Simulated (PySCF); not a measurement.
CH4ClFOSi2, SMILES O=C([SiH2]F)[SiH2]Cl. Geometry optimised at PBE-D3(BJ)/def2-SVP. The structure was generated by enumeration, and PubChem lists no compound with its InChIKey, so it may never have been made. Other conformers were not sampled.

Computed equilibrium geometry at PBE-D3(BJ)/def2-SVP (PySCF confirms it by a frequency run) as Cartesian coordinates in Å (one conformer of several):
```xyz
10

O      0.0775    -1.0405    -2.1651
C      0.1773    -0.6327    -1.0136
Si     1.7947     0.3466    -0.5340
F      1.8770     0.4537     1.1037
Si    -1.2634    -0.8818     0.2904
Cl    -1.6127     1.0248     1.0602
H      1.7441     1.7218    -1.1310
H      2.9787    -0.4242    -1.0351
H     -2.4986    -1.3986    -0.3830
H     -0.8251    -1.7902     1.4041
```
Charge 0, spin multiplicity 1.
